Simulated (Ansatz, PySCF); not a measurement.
Complex: NH3 (SMILES N) (first 4 atoms) with HBr (SMILES Br); geometry from B3LYP-D3(BJ)/def2-TZVP, rigid monomers moved along the line of their centres of mass till N1···H6 is 1.90 Å.
(charge 0, multiplicity 1):
```xyz
6

N      0.26345    -0.02255     0.44610
H      1.19578     0.03114     0.05176
H     -0.17631    -0.87701     0.12344
H     -0.27658     0.76685     0.11020
Br     0.41698     0.01433     3.85416
H      0.34887    -0.00205     2.34219
```

Counterpoise-corrected where a basis set is named; no monomer relaxation. Rows marked so take none.

Rows in 3-21G, STO-3G carry no dispersion term and start afresh at each structure; the Pople sets are all-electron and without relativity.

The values were computed with Ansatz (Gaussian basis) for Hartree–Fock, density functionals and correlated methods; PySCF for 3-21G rows, STO-3G rows, the dispersion terms. Values without a source in brackets are computed.

One of these levels gives -9.97 kcal/mol for the interaction energy. Which?
(A) HF/3-21G (no counterpoise)
(B) B3LYP-D4/def2-TZVPPD
(C) r2SCAN-D3(BJ)/def2-TZVPPD
(D) HF/STO-3G (no counterpoise)

B, B3LYP-D4/def2-TZVPPD. The others give -9.13 (HF/STO-3G (no counterpoise)), -13.26 (HF/3-21G (no counterpoise)), -11.01 (r2SCAN-D3(BJ)/def2-TZVPPD)

Ansatz is a program for electronic structure.
